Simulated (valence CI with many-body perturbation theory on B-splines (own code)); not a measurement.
Values are calculated unless marked as measured or tabulated.
# Basis-set convergence for Hg LXXIV

Level of theory: valence CI with perturbative core correlation (CI+MBPT): five valence electrons over a frozen Dirac-Fock core [He], a basis of 9 s, 9 p, 8 d, 6 f, 3 g, 1 h functions for each j, with the one-electron correlation potential Σ1, the two-electron term Σ2, the three-electron term Σ3, Breit, model QED; selected CI, second order for the rest, scaled by the run's own slope (own B-spline code, finite nucleus).

The last digits are not significant, and no measured levels were compared; by estimate large intervals hold to a few tenths of a per cent, small ones and those within an open d or f shell to about a per cent. Among the levels kept, up to 3500 cm⁻¹ of a level comes from second order outside the variational space, and about a tenth of that is noise between levels of different J, which matters for small intervals.

The reference run has the lowest level (2s^2 2p1/2^2 2p3/2) J=3/2 and an ionisation energy of 19681.1 eV. Its largest variational space holds 20000 state functions.

Levels are named by their leading jj configuration (3d3/2^4 stands for four electrons in 3d with j = 3/2), which in mixed levels can hold well under half, so a name can repeat and another be missing. Letters in brackets count levels of one name in rising energy.

Changed runs:
A. basis 6 s, 6 p, 5 d, 3 f, 1 g
B. basis 5 s, 5 p, 4 d, 2 f

Excitation energies of the reference run in eV, and shifts in cm⁻¹:

| Level | Reference | A | B |
| --- | --- | --- | --- |
| (2s^2 2p1/2 2p3/2^2) J=3/2 | 2003.5 | +153 | -175 |
| (2s^2 2p1/2 2p3/2^2) J=5/2 | 2026.4 | +360 | +326 |
| (2s^2 2p1/2 2p3/2^2) J=1/2 | 2086.9 | +166 | +209 |
| (2s 2p1/2^2 2p3/2^2) J=5/2 | 2396.7 | -18 | -512 |
| (2s 2p1/2^2 2p3/2^2) J=1/2 | 2515.5 | -127 | -336 |
| (2s 2p1/2^2 2p3/2^2) J=3/2 | 2516.6 | +68 | -35 |
| (2s^2 2p3/2^3) J=3/2 | 4095.5 | +311 | +85 |
| (2s 2p1/2 2p3/2^3) J=3/2 [a] | 4431.7 | -36 | -715 |
| (2s 2p1/2 2p3/2^3) J=5/2 | 4474.4 | +288 | -72 |
| (2s 2p1/2 2p3/2^3) J=1/2 | 4550.1 | +160 | -163 |
| (2s 2p1/2 2p3/2^3) J=3/2 [b] | 4557.0 | +281 | +149 |
| (2p1/2^2 2p3/2^3) J=3/2 | 4990.8 | -187 | -604 |
| Ionisation energy (eV) | 19681.1 | -0.0001 | -0.096 |
